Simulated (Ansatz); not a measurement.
Start from `[CH3][Al]1[CH]=[C]1F` and change one atom or group to get `F[C]1=[CH][AlH]1`.

Ansatz, PBE0-D4/def2-TZVP geometries, multiplicity 1. 

```csv
property,`[CH3][Al]1[CH]=[C]1F`
HOMO energy (B3LYP/def2-TZVPP) / eV,-6.89
HOMO–LUMO gap (B3LYP/def2-TZVPP) / eV,6.15
HOMO energy (PBE0/def2-TZVPP) / eV,-7.09
HOMO energy (ωB97M-V/def2-TZVPP) / eV,-9.31
LUMO energy (ωB97M-V/def2-TZVPP) / eV,0.95
HOMO energy (PBE/def2-TZVPP) / eV,-5.80
```

Task: What does the change do to each property? (An estimate is asked.)

Result: The calculation gave: 
```tsv
property	`F[C]1=[CH][AlH]1`	shift
HOMO energy (B3LYP/def2-TZVPP) / eV	-7.15	-0.26
HOMO–LUMO gap (B3LYP/def2-TZVPP) / eV	5.96	-0.19
HOMO energy (PBE0/def2-TZVPP) / eV	-7.35	-0.26
HOMO energy (ωB97M-V/def2-TZVPP) / eV	-9.55	-0.24
LUMO energy (ωB97M-V/def2-TZVPP) / eV	0.61	-0.34
HOMO energy (PBE/def2-TZVPP) / eV	-6.07	-0.27
```

With PBE0 the HOMO falls by 0.26 eV and the LUMO falls by 0.51 eV, so the gap narrows by about 0.25 eV. PBE moves the HOMO by -0.27 eV and ωB97M-V by -0.24 eV. The zero-point energy changes by -76.2 kJ/mol with -9 modes.

B3LYP here is the variant with VWN-RPA as its local correlation; programs differ in this.
